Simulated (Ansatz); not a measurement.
Start from `C[SiH](C)O[SiH3]` and change one atom or group to get `BO[SiH](C)C`.

Ansatz, PBE0-D4/def2-TZVP geometries, multiplicity 1. Each molecule was computed in one conformer, which needn't be the lowest.

```tsv
property	`C[SiH](C)O[SiH3]`
HOMO energy (B3LYP/def2-TZVPP) / eV	-8.09
size of the dipole moment (B3LYP/def2-TZVPP) / D	0.91
LUMO energy (PBE0/def2-TZVPP) / eV	0.28
HOMO energy (ωB97M-V/def2-TZVPP) / eV	-10.57
HOMO–LUMO gap (PBE/def2-TZVPP) / eV	6.33
HOMO–LUMO gap (PBE0/def2-TZVPP) / eV	8.58
```

Task: What does the change do to each property? (Best estimate.)

Result: Ansatz gave: 
```tsv
property	`BO[SiH](C)C`	shift
HOMO energy (B3LYP/def2-TZVPP) / eV	-7.89	0.20
size of the dipole moment (B3LYP/def2-TZVPP) / D	1.74	0.83
LUMO energy (PBE0/def2-TZVPP) / eV	-0.44	-0.72
HOMO energy (ωB97M-V/def2-TZVPP) / eV	-10.43	0.14
HOMO–LUMO gap (PBE/def2-TZVPP) / eV	5.18	-1.15
HOMO–LUMO gap (PBE0/def2-TZVPP) / eV	7.64	-0.94
```

With PBE0 the HOMO rises by 0.21 eV and the LUMO falls by 0.72 eV, so the gap narrows by about 0.93 eV. PBE moves the HOMO by 0.28 eV and ωB97M-V by 0.14 eV. Dipoles are sizes alone; their direction can turn.

B3LYP here is the variant with VWN-RPA as its local correlation; programs differ in this.
